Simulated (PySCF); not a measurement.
These 2 structures share the formula C6H15N. Computed with PBE0-D3(BJ)/def2-SVP geometry optimisation, gas phase in PySCF 2.14.0. Energies are electronic, without zero-point or thermal terms, for one conformer each. No frequencies were run at this level. Point groups hold within 0.08 Å.

Problem. Order them by energy at this level, lowest first, and give relative energies in kcal/mol.
A. `[CH3:1][C:2]([CH3:3])([CH3:4])[CH2:5][CH2:6][NH2:7]` with C2–C5–C6–N7 180°, C5–C6–N7–H -58° and 58° (3,3-dimethylbutylamine)
B. `CN(C)C(C)(C)C`

Solution. A (0.0), B (10.1).

As drawn, the lower has an N–H bond and a quaternary carbon, which the higher lacks.

| SMILES | E (Eh) | E rel (kcal/mol) | dipole (D) | point group | A, B, C (MHz) |
| --- | --- | --- | --- | --- | --- |
| CC(C)(C)CCN | -291.87392 | 0.0 | 1.28 | Cs | 4106, 1404, 1390 |
| CN(C)C(C)(C)C | -291.85776 | 10.1 | 0.44 | Cs | 3130, 2297, 1919 |

Problem. As an exercise, what shares would exp(−E/RT) give at 2000 K from these electronic energies alone (no entropy, no degeneracies)?

Solution. RT = 3.974 kcal/mol: CC(C)(C)CCN 92.8 %, CN(C)C(C)(C)C 7.2 %.
